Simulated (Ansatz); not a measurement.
Compare A (`Cc1ccccc1C`) with its isomer B (`Cc1cccc(C)c1`).

Computed with Ansatz on PBE0-D4/def2-TZVP structures; ΔE is electronic, products minus reactants. CCSD(T)/CBS is the MP2 limit (def2-TZVPP, def2-QZVPP) plus CCSD(T) − MP2 in def2-TZVPP, frozen cores. DFT in def2-TZVPP. B3LYP here is the variant with VWN-RPA as its local correlation; programs differ in this.

A:

```xyz
18

C    -0.115   -0.811   -1.938
C     0.308   -0.207   -0.636
C     1.641    0.113   -0.410
C     2.058    0.673    0.789
C     1.129    0.921    1.785
C    -0.204    0.606    1.570
C    -0.632    0.044    0.373
C    -2.078   -0.286    0.167
H     0.735   -0.930   -2.610
H    -0.572   -1.795   -1.795
H    -0.860   -0.191   -2.446
H     2.367   -0.082   -1.192
H     3.104    0.914    0.940
H     1.439    1.358    2.727
H    -0.933    0.799    2.350
H    -2.667   -0.034    1.049
H    -2.221   -1.351   -0.041
H    -2.497    0.259   -0.684
```

B:

Z-matrix (Å, degrees):
```
C
C 1 1.498
H 1 1.092 2 111.4
H 1 1.095 2 110.9 3 119.5
H 1 1.092 2 111.4 3 -121.0
C 2 1.391 1 120.7 3 152.0
C 2 1.391 1 120.9 3 -29.4
C 6 1.391 2 122.0 1 178.5
H 6 1.087 2 119.0 1 -1.5
C 7 1.386 2 120.4 1 -178.2
H 7 1.085 2 119.6 1 1.6
C 8 1.499 6 120.7 2 178.5
C 8 1.391 6 118.4 2 -0.2
H 10 1.084 7 119.8 2 179.8
H 12 1.092 8 111.4 6 31.3
H 12 1.092 8 111.4 6 152.3
H 12 1.095 8 110.9 6 -88.2
H 13 1.085 8 119.6 6 -179.7
```

(1) Which is lower in electronic energy at CCSD(T)/CBS, and by how much? (Best estimate.)

(2) Give E(B) − E(A) in kcal/mol with BLYP-D4, B3LYP, MP2/def2-TZVPP, HF/def2-TZVPP, B3LYP-D4, r2SCAN-D4, CCSD/def2-TZVPP. (Best estimate.)

Largest T1 diagnostic: 0.010.

Answers

(1) Computed: A, by 0.4 kcal/mol. So small a gap doesn't settle the order.

(2) Computed: BLYP-D4 0.1, B3LYP -0.4, MP2/def2-TZVPP 0.5, HF/def2-TZVPP -0.8, B3LYP-D4 0.1, r2SCAN-D4 0.2, CCSD/def2-TZVPP 0.1. The order is the other way round with B3LYP, HF/def2-TZVPP.

In def2-TZVPP, CCSD(T) changes the Hartree–Fock value by +1.0 kcal/mol (the triples alone add +0.1 kcal/mol) and MP2 by +1.3 kcal/mol. Leaving LDA and LC-ωPBE aside and taking each functional with its dispersion term where it has one, the values, not all of them listed here, spread over 0.4 kcal/mol, from B2PLYP to B97M-V. LDA lies +0.9 kcal/mol from PBE without D4.
